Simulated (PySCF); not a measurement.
CH6OSn. Atoms are numbered in the order given.

```xyz
9

Sn     0.0303    -0.5913     0.0000
O     -0.6402     1.2958     0.0000
C      0.2577     2.3737     0.0000
H      0.9779    -0.8186    -1.4208
H     -1.4093    -1.5148     0.0000
H      0.9779    -0.8186     1.4208
H      0.9165     2.3952     0.8939
H      0.9165     2.3952    -0.8939
H     -0.3201     3.3153     0.0000
```

Coordinates come from a B3LYP-D3(BJ)/def2-SVP optimisation. The def2 effective core potentials stand for the cores of Sn; spin–orbit coupling is left out.

Method: B3LYP-D3(BJ)/def2-SVP (PySCF).

Frequencies are harmonic and unscaled.

Computed harmonic wavenumbers and intensities:
```csv
mode,ν (cm⁻¹),IR (km/mol),Raman (Å⁴/amu),depolarisation,moving atoms (share of kinetic energy)
1,87,3.1,1.0,0.75,"H 68 %, O 23 %, C 9 %"
2,134,0.6,0.3,0.75,H 95 %
3,194,0.8,2.1,0.39,"C 38 %, H 32 %, O 23 %"
4,495,49.1,20.4,0.75,"H 89 %, O 8 %"
5,506,44.8,18.6,0.66,"H 72 %, O 12 %, C 9 %"
6,553,57.6,13.6,0.22,"O 63 %, H 23 %, Sn 11 %"
7,692,76.5,32.0,0.75,H 99 %
8,692,175.4,19.9,0.74,H 98 %
9,712,115.4,29.9,0.75,H 98 %
10,1122,194.7,4.2,0.71,"O 50 %, C 43 %"
11,1172,0.7,2.9,0.75,"H 76 %, C 19 %"
12,1193,2.5,3.6,0.06,"H 72 %, C 20 %, O 8 %"
13,1470,5.9,13.5,0.71,H 93 %
14,1470,2.3,25.2,0.75,H 96 %
15,1480,37.9,14.2,0.74,"H 90 %, C 9 %"
16,1887,81.7,281.8,0.06,H 100 %
17,1892,199.3,96.4,0.75,H 99 %
18,1942,139.6,164.4,0.33,H 99 %
19,2940,105.2,136.4,0.02,H 97 %
20,2991,72.5,76.9,0.75,"H 90 %, C 10 %"
21,3057,46.4,186.9,0.47,"H 91 %, C 9 %"
```
